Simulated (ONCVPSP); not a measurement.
u(r) = r·R(r): atom against pseudo-atom (Ti)

Columns: radius, all-electron u(r) and pseudo u(r) of the 3d shell (level -4.46 eV) of titanium in the configuration [Ne] 3s2 3p6 3d2 4s2; LDA (Perdew-Wang 92), scalar-relativistic, ONCV scheme, ONCVPSP 4.0.1.

```
r (bohr)  all-electron  pseudo
   0.100        0.0316  0.0049
   0.200        0.1416  0.0370
   0.300        0.2873  0.1132
   0.400        0.4300  0.2344
   0.500        0.5502  0.3857
   0.600        0.6417  0.5424
   0.700        0.7050  0.6788
   0.800        0.7437  0.7770
   0.900        0.7624  0.8297
   1.000        0.7660  0.8416
   1.100        0.7583  0.8239
   1.200        0.7427  0.7897
   1.300        0.7217  0.7500
   1.400        0.6970  0.7112
   1.500        0.6701  0.6758
   1.600        0.6420  0.6437
   1.700        0.6135  0.6138
   1.800        0.5850  0.5850
   1.900        0.5569  0.5569
   2.000        0.5296  0.5296
   2.100        0.5031  0.5031
   2.200        0.4777  0.4777
   2.300        0.4532  0.4532
   2.400        0.4299  0.4299
   2.500        0.4076  0.4076
   2.600        0.3864  0.3864
```

Q: How many radial nodes do the two functions have?

A: The all-electron 3d function has n − l − 1 = 0; the pseudo-wave has 0.

Q: At about which radius was the pseudo-wave matched?

A: 1.90 bohr. The columns agree to 0.0005 from 1.70 bohr on; several derivatives are matched, so the curves merge somewhat inside the radius.

Q: Is the pseudo-wave norm-conserving?

A: Yes: the ONCV scheme keeps the norm inside the radius equal to the all-electron one, which fixes the energy derivative of the logarithmic derivative at the level.
